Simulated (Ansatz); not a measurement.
Reaction (formal exchange of groups at a B–O bond): `[SiH3]BO[SiH3]` + `CBCl` → `CB(Cl)B[SiH3]` + silanol

Program: Ansatz. Geometries: PBE0-D4/def2-TZVP. ΔE: electronic, gas phase. CBS: MP2 limit from def2 TZ/QZ plus the TZ coupled-cluster correction, frozen cores. Functionals use def2-TZVPP. Each species was taken in one conformer, which may not be the lowest.

CCSD(T)/CBS gives +32.1 kcal/mol.

Q: Another level gave +29.4 kcal/mol. Which?
A. CCSD/def2-TZVPP
B. HF/def2-TZVPP
C. PBE-D4/def2-TZVPP
D. SCS-MP2/def2-TZVPP

A: C. PBE-D4 29.4, CCSD/def2-TZVPP 33.2, HF/def2-TZVPP 36.3, SCS-MP2/def2-TZVPP 34.2 kcal/mol.

Largest T1 diagnostic among the species: 0.014.

From PBE to PBE0 (25 % exact exchange), in def2-TZVPP and without D4, ΔE moves by +0.8 kcal/mol. The D4 term adds −0.9 kcal/mol with B3LYP and −0.5 kcal/mol with PBE0; it sums over pairs of atoms, weighted by their polarisabilities, and B3LYP, whose exchange is more repulsive, gets the larger term. In def2-TZVPP, CCSD(T) changes the Hartree–Fock value by −3.4 kcal/mol (the triples alone add −0.3 kcal/mol) and MP2 by −3.0 kcal/mol.

B3LYP here is the variant with VWN-RPA as its local correlation; programs differ in this.
